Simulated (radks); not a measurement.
The numbers below are computed, except where a source is named.
Species: Pt III. Configuration: [Xe] 4f14 5d7.5 6s0.5 (fractional occupations, a model configuration). Level of theory: scalar-relativistic Kohn-Sham, r2SCAN, spin-unpolarised, spherical densities, finite nucleus; meta-GGA in the generalised Kohn-Sham scheme; Fermi nuclear charge, rms radius 5.427 fm (a radial shooting solver on a logarithmic mesh with Libxc functionals).

Radial electron density D(r) = 4 pi r^2 rho(r):

r (bohr),D(r) (e/bohr)
0.003326,48.97
0.004507,67.03
0.00606,85.52
0.008147,100.8
0.01104,107.9
0.01485,104.2
0.01996,96.53
0.02705,99.98
0.03637,122.5
0.04889,144.6
0.06627,135.7
0.08909,113.8
0.1198,124.5
0.1623,131.6
0.2183,89.69
0.2934,74.34
0.3977,86.72
0.5347,58.11
0.7189,28.50
0.9743,19.63
1.31,12.42
1.761,5.485
2.387,1.764
3.209,0.3983
4.314,0.04703
5.847,0.001961

D(r) has 4 maxima, at r = 0.0114, 0.0530, 0.147, 0.385 bohr, and minima at 0.0221, 0.0950, 0.271 bohr, inside which lie 1.89, 11.05, 29.93 electrons.
